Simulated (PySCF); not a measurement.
Mo(O)2(OH) (HMoO3), SMILES [O]=[Mo+](=[O])[OH], charge +1, multiplicity 1.

Geometry: PBE0-D3(BJ)/def2-SVP. The spin state was assumed, not searched. The isomer is the one that the SMILES or the coordinates give; other isomers of the formula were not compared. The def2 effective core potentials stand for the cores of Mo; spin–orbit coupling is left out. One conformer was computed; it need not be the lowest.

Two levels are set side by side: PBE/def2-TZVPD (PySCF) and CAM-B3LYP/def2-TZVPD (PySCF). Same geometry, gas phase. Differences are taken from unrounded values.

```csv
quantity,CAM-B3LYP,PBE,PBE minus CAM-B3LYP
orbital gap (eV),7.45,2.70,-4.76
highest occupied level (eV),-17.16,-14.07,3.09
lowest empty level (eV),-9.70,-11.37,-1.67
mean polarisability (bohr³),37.5,38.5,1.0
```

PBE's occupied levels lie high since its potential decays too fast outside the molecule; exact exchange lowers them and widens the gap. Differences between two approximate levels are no errors against the true value.

Rough cost on one machine, each run with all the roots and properties that it gave: CAM-B3LYP against PBE within a factor of 2.
